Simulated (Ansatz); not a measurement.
Reaction (ligand exchange at a Zn–C bond): `[F][Zn][CH2]Cl` + HCl → `[F][Zn][Cl]` + `CCl`

Calculated with Ansatz (gas phase, PBE0-D4/def2-TZVP geometries, no zero-point term in ΔE). CBS: MP2 limit from def2 TZ/QZ plus the TZ coupled-cluster correction, frozen cores. This one scheme is used for every species. DFT in def2-TZVPP. HSE06 is defined as in plane-wave codes. For Zn outer-core shells are correlated without core-valence functions, which leaves a few kJ/mol of doubt a bond. Scalar relativity is left out up to krypton. Each species was taken in one conformer, which may not be the lowest.

`[F][Zn][CH2]Cl`:

```xyz
6

F     0.514   -0.677   -2.853
Zn    0.266   -0.215   -1.185
C    -0.025    0.272    0.655
Cl   -1.201   -0.869    1.378
H    -0.441    1.274    0.757
H     0.887    0.215    1.248
```

HCl:

```xyz
2

Cl    0.596   -0.191   -0.130
H    -0.596    0.191    0.130
```

`[F][Zn][Cl]`:

Cartesian coordinates in Å:
```
F -1.548 0.173 -0.999
Zn -0.093 0.010 -0.060
Cl 1.641 -0.184 1.059
```

`CCl`:

Cartesian coordinates in Å:
```
C 0.056 0.089 0.101
Cl -0.620 -0.992 -1.131
H -0.090 1.117 -0.221
H 1.116 -0.126 0.209
H -0.462 -0.088 1.041
```

```
         species  HSE06-D4 energy (Eh)
`[F][Zn][CH2]Cl`           -2378.29385
             HCl            -460.65768
   `[F][Zn][Cl]`           -2339.07622
           `CCl`            -499.92709
```

**Question.** Work out ΔE.

**Answer.** ΔE = (-2339.07622) + (-499.92709) − (-2378.29385) − (-460.65768) = -0.05178 Eh = -135.9 kJ/mol. CCSD(T)/CBS gives -142.2 kJ/mol.

Largest T1 diagnostic among the species: 0.016.

In def2-TZVPP, CCSD(T) changes the Hartree–Fock value by +41.8 kJ/mol (the triples alone add +5.0 kJ/mol) and MP2 by +43.4 kJ/mol. From r2SCAN to r2SCAN0 (25 % exact exchange), in def2-TZVPP and without D4, ΔE moves by −8.2 kJ/mol. At CCSD(T), def2-SVP lies +4.4 kJ/mol from the extrapolated value and def2-TZVPP +7.4 kJ/mol.
